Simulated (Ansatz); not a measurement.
Relaxation of CH₁₀ClNSi₃ (16 atoms, charge 0, multiplicity 1), to a largest force component of 0.015 eV/Å in at most 40 steps.

Computed with RKS revPBE-D4/6-31G (Ansatz 0.2.0).

```xyz
16
Properties=species:S:1:pos:R:3
C -2.105 -1.155 -0.377
Si -1.071 -0.942 1.095
Si 1.109 -0.922 0.444
Cl 1.625 -2.562 -0.699
Si 1.454 1.008 -0.767
N 1.401 2.479 0.144
H -1.993 -0.274 -1.081
H -3.170 -1.113 -0.105
H -1.940 -2.019 -0.892
H -1.403 0.322 1.835
H -1.337 -2.066 2.052
H 2.068 -0.987 1.658
H 2.723 1.051 -1.435
H 0.381 1.187 -1.766
H 0.437 2.719 0.337
H 1.798 3.251 -0.399
```

Problem. Where does it end, and by what steps?

Solution. It converged. Limits of this set-up: no polarisation functions. After 13 steps the energy has fallen by 1.214 eV; H14 moved furthest, 0.64 Å.

```tsv
step	energy less start (eV)	largest force component (eV/Å)	accepted
0	0.0000	3.690	yes
1	-0.9588	1.152	yes
2	-1.1212	0.991	yes
3	-1.1724	0.663	yes
4	-1.1821	0.219	yes
5	-1.2101	0.040	yes
6	-1.2115	0.124	yes
7	-1.2123	0.073	yes
8	-1.2131	0.052	yes
9	-1.2137	0.070	yes
10	-1.2139	0.048	yes
11	-1.2141	0.039	yes
12	-1.2142	0.030	yes
13	-1.2142	0.010	yes
```

```xyz
16
Properties=species:S:1:pos:R:3
C -2.259 -1.166 -0.336
Si -1.098 -0.906 1.182
Si 1.144 -0.823 0.402
Cl 1.416 -2.667 -0.854
Si 1.572 1.079 -0.968
N 1.196 2.539 -0.018
H -2.178 -0.316 -1.034
H -3.309 -1.259 -0.011
H -1.966 -2.085 -0.869
H -1.400 0.414 1.874
H -1.259 -2.016 2.201
H 2.163 -0.939 1.522
H 3.040 1.171 -1.323
H 0.746 0.953 -2.238
H 0.264 2.769 0.311
H 1.906 3.230 0.204
```

The run took 69 s on 1 thread of Intel(R) Xeon(R) 6975P-C (Granite Rapids), with other jobs on the host, peak memory 0.18 GiB.
